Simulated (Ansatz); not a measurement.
Ansatz (an electronic-structure program) input (CCSD(T)/aug-cc-pV(D+d)Z):
A basis named .json is the Basis Set Exchange file of that set.

Ansatz 0.2 input:
```yaml
crystal:
  periodic: [false, false, false]
  atoms:
    - {symbol: Si, position_ang: [-0.04185350, 0.73400620, 0.53857384]}
    - {symbol: O, position_ang: [-1.10443199, -0.51229067, 0.62940057]}
    - {symbol: C, position_ang: [-2.01919452, -0.85599893, -0.40089755]}
    - {symbol: O, position_ang: [1.10350696, 0.52851328, -0.61749730]}
    - {symbol: C, position_ang: [2.09575939, -0.48675816, -0.58434460]}
    - {symbol: H, position_ang: [0.57680673, 0.78831211, 1.87917769]}
    - {symbol: H, position_ang: [-0.73468714, 1.98051711, 0.15243866]}
    - {symbol: H, position_ang: [-1.50218703, -1.31825501, -1.24601436]}
    - {symbol: H, position_ang: [-2.73649112, -1.56845842, 0.00576365]}
    - {symbol: H, position_ang: [-2.56327593, 0.02268198, -0.76177925]}
    - {symbol: H, position_ang: [1.66099925, -1.46691569, -0.79759249]}
    - {symbol: H, position_ang: [2.84066119, -0.25842512, -1.34623147]}
    - {symbol: H, position_ang: [2.59213409, -0.52878211, 0.39043049]}
basis:
  gaussian:
    orbitals: aug-cc-pV_D+d_Z.json
magnetization: {spin_polarized: false}
correlation: {method: ccsd_t, electrons: outside_noble_gas}
output: {forces: true}
```

Output:

```
Functional definition: HF
integrals: 0.94 GiB planned
1930 factors; integrals over basis functions are off by at most 5.1e-4 eV
mean field: 1.12 GiB planned
mean field evaluation 1: about -14122.3792 eV, gradient 4.4e1 eV
mean field evaluation 2: about -14122.4796 eV, gradient 4.4e1 eV
mean field evaluation 4: about -14126.7786 eV, gradient 4.4e0 eV
mean field evaluation 8: about -14126.8370 eV, gradient 1.9e-1 eV
mean field evaluation 16: about -14125.4780 eV, gradient 2.6e1 eV
mean field -14126.83709059 eV, -519.1516875650 hartree, gradient 1.5e-6 eV, S^2 0.000000; 0 other end points of the search recorded, 0 dependent functions left out
9 core orbitals not correlated
reference -14126.83709059 eV, -519.1516875650 hartree; 16, 16 occupied and 171, 171 virtual orbitals, 1930 factors
densities: 5.83 GiB planned
second order -21.75822593 eV of doubles, -0.00000000 eV of singles
coupled cluster: 3.01 GiB planned
cycle   1  -22.47859733 eV  change   -7.2e-1 eV  update   1.1e-1
cycle   2  -23.07813000 eV  change   -6.0e-1 eV  update   3.2e-2
cycle   3  -23.23171749 eV  change   -1.5e-1 eV  update   1.7e-2
cycle   4  -23.22480114 eV  change    6.9e-3 eV  update   3.6e-3
cycle   5  -23.22380289 eV  change    1.0e-3 eV  update   1.7e-3
cycle   6  -23.22466064 eV  change   -8.6e-4 eV  update   5.4e-4
cycle   7  -23.22446103 eV  change    2.0e-4 eV  update   2.2e-4
cycle   8  -23.22436263 eV  change    9.8e-5 eV  update   6.6e-5
cycle   9  -23.22437465 eV  change   -1.2e-5 eV  update   2.4e-5
cycle  10  -23.22437868 eV  change   -4.0e-6 eV  update   8.1e-6
perturbative correction -0.69643314 eV, -0.0255934458 hartree
the calculation of the forces begins
Total energy: -14150.75790241 eV, -520.0307611853 hartree
Atom 0 at    -0.041854     0.734006     0.538574 Å, force    -0.035448     0.621671     0.456149 eV/Å
Atom 1 at    -1.104432    -0.512291     0.629401 Å, force    -0.249315    -0.628860     0.557902 eV/Å
Atom 2 at    -2.019195    -0.855999    -0.400898 Å, force     0.011247     0.055014    -0.088634 eV/Å
Atom 3 at     1.103507     0.528513    -0.617497 Å, force     0.264501     0.362538    -0.753314 eV/Å
Atom 4 at     2.095759    -0.486758    -0.584345 Å, force    -0.010459    -0.068846     0.078484 eV/Å
Atom 5 at     0.576807     0.788312     1.879178 Å, force     0.040755    -0.003123     0.112741 eV/Å
Atom 6 at    -0.734687     1.980517     0.152439 Å, force    -0.046471     0.103376    -0.039181 eV/Å
Atom 7 at    -1.502187    -1.318255    -1.246014 Å, force     0.223376    -0.196678    -0.360474 eV/Å
Atom 8 at    -2.736491    -1.568458     0.005764 Å, force    -0.297337    -0.295398     0.174549 eV/Å
Atom 9 at    -2.563276     0.022682    -0.761779 Å, force    -0.230903     0.379154    -0.147959 eV/Å
Atom 10 at     1.660999    -1.466916    -0.797592 Å, force    -0.188318    -0.418139    -0.090645 eV/Å
Atom 11 at     2.840661    -0.258425    -1.346231 Å, force     0.308460     0.100321    -0.317686 eV/Å
Atom 12 at     2.592134    -0.528782     0.390430 Å, force     0.209913    -0.011030     0.418068 eV/Å
Dipole moment:     0.010724    -0.188069    -0.137995 e Å
```
